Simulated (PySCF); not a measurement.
CH3FO2Si, SMILES O=CO[SiH2]F.

Geometry optimised at PBE0-D3(BJ)/def2-SVP. This is a generated structure with no PubChem entry under its InChIKey; it may be hypothetical. The values are those of a single conformer.

All values below come from r2SCAN/def2-TZVP run with PySCF.

Symmetry labels are those of the subgroup Cs that the program uses (full group Cs).

Computed valence orbital energies around the gap with their symmetry:
```json
[
 {"orbital": "HOMO−7", "symmetry": "A\"", "energy (eV)": "-12.30"},
 {"orbital": "HOMO−6", "symmetry": "A'", "energy (eV)": "-11.62"},
 {"orbital": "HOMO−5", "symmetry": "A\"", "energy (eV)": "-11.28"},
 {"orbital": "HOMO−4", "symmetry": "A'", "energy (eV)": "-10.84"},
 {"orbital": "HOMO−3", "symmetry": "A'", "energy (eV)": "-9.48"},
 {"orbital": "HOMO−2", "symmetry": "A\"", "energy (eV)": "-9.26"},
 {"orbital": "HOMO−1", "symmetry": "A\"", "energy (eV)": "-8.57"},
 {"orbital": "HOMO", "symmetry": "A'", "energy (eV)": "-7.50"},
 {"orbital": "LUMO", "symmetry": "A\"", "energy (eV)": "-1.48"},
 {"orbital": "LUMO+1", "symmetry": "A'", "energy (eV)": "-0.07"},
 {"orbital": "LUMO+2", "symmetry": "A'", "energy (eV)": "0.08"},
 {"orbital": "LUMO+3", "symmetry": "A'", "energy (eV)": "1.38"}
]
```
